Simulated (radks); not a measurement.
Results of a calculation; reference values are marked as such.
All-electron atom: He+ in 1s1.

Code: a radial shooting solver on a logarithmic mesh with Libxc functionals. Model: Dirac Kohn-Sham, LDA (Slater exchange, Perdew-Wang correlation), spin-unpolarised, spherical densities, point nucleus.

Energy parts (Ry):
total: -3.72231
kinetic: 3.65749
electron-nucleus: -7.64790
Hartree: 1.18452
exchange-correlation: -0.91642

Orbitals (lengths in bohr, moments of r in powers of bohr):
orbital  occ.  eigenvalue (Ry)     <r>  small-component weight
1s1/2       1         -2.82154  0.7951                4.87e-05

The highest occupied level is 1s1/2 at -38.389 eV. Summed over all electrons, <r^2> = 0.8520 bohr^2, which gives a Langevin (diamagnetic) susceptibility term of -0.675 x 10^-6 cm^3/mol. The density falls to 0.001 e/bohr^3 at r = 2.05 bohr. For comparison, the ionisation energy in NIST's Atomic Spectra Database is 54.418 eV (theoretical). In exact Kohn-Sham theory the highest level is minus the ionisation energy, but local and semilocal functionals leave it too shallow, through self-interaction and a potential that decays too fast; potentials with the right tail come closer.

Beside tabulated values, note that spin-unpolarised runs miss the spin-polarisation part of the exchange energy of open shells.
